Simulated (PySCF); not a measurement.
Se: ionisation energy

Se [Ar] 3d10 4s2 4p4 (3P) → Se⁺ [Ar] 3d10 4s2 4p3 (4S), as a difference of total energies. Computed with PySCF 2.14 in ANO-RCC-VTZP (6s5p3d1f, 43 functions), with the spin-free X2C one-electron Hamiltonian (Gaussian nucleus). Correlated levels: valence: [Ar] 3d10 frozen; valence and next inner shell: [Ne] frozen. The calculations carry no spin-orbit coupling.

```json
{"method": "UHF", "ionisation energy (eV)": "8.546"}
{"method": "LDA", "ionisation energy (eV)": "9.876"}
{"method": "PBE", "ionisation energy (eV)": "9.634"}
{"method": "PBE0", "ionisation energy (eV)": "9.623"}
{"method": "r2SCAN", "ionisation energy (eV)": "9.667"}
{"method": "TPSSh", "ionisation energy (eV)": "9.641"}
{"method": "BP86", "ionisation energy (eV)": "9.824"}
{"method": "wB97X", "ionisation energy (eV)": "9.800"}
{"method": "M06-L", "ionisation energy (eV)": "9.442"}
{"method": "MP2 (valence)", "ionisation energy (eV)": "9.227"}
{"method": "SCS-MP2 (valence)", "ionisation energy (eV)": "9.288"}
{"method": "MP2 (valence and next inner shell)", "ionisation energy (eV)": "9.282"}
{"method": "SCS-MP2 (valence and next inner shell)", "ionisation energy (eV)": "9.324"}
```

How much does correlation contribute at MP2 (valence and next inner shell)?

9.282 − (8.546) = 0.736 eV, measured against UHF.

Errors of the correlated levels include the incompleteness of this basis and the frozen core.

For comparison: 9.635 eV (measured; NIST levels, between the centres of gravity of the two terms).
